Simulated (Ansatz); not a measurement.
Energy difference R1 → P1 + P2, each structure at its B3LYP-D3(BJ)/def2-TZVP stationary point, reached from a drawn start (curvature not checked).
P1: H atom, charge 0, multiplicity 2.
R1: H2O (SMILES O), charge 0, multiplicity 1.
P2: OH (SMILES [OH]), charge 0, multiplicity 2.

P less R. No zero-point or thermal terms; singlets are restricted closed shells; open shells are unrestricted; no spin–orbit coupling.

Frozen-core correlation throughout.

Programs: Ansatz (a first-principles code) with Gaussian orbitals. All values are computed, each at the level named.

**Question.** What reaction energy does CCSD(T)/cc-pVQZ give?

**Answer.** 124.4 kcal/mol

**Question.** Give the reaction energy at the level SCS-MP2/cc-pVTZ.

**Answer.** 124.1 kcal/mol

**Question.** Estimate the reaction energy that CCSD(T)/cc-pVDZ returns for this input.

**Answer.** 114.5 kcal/mol
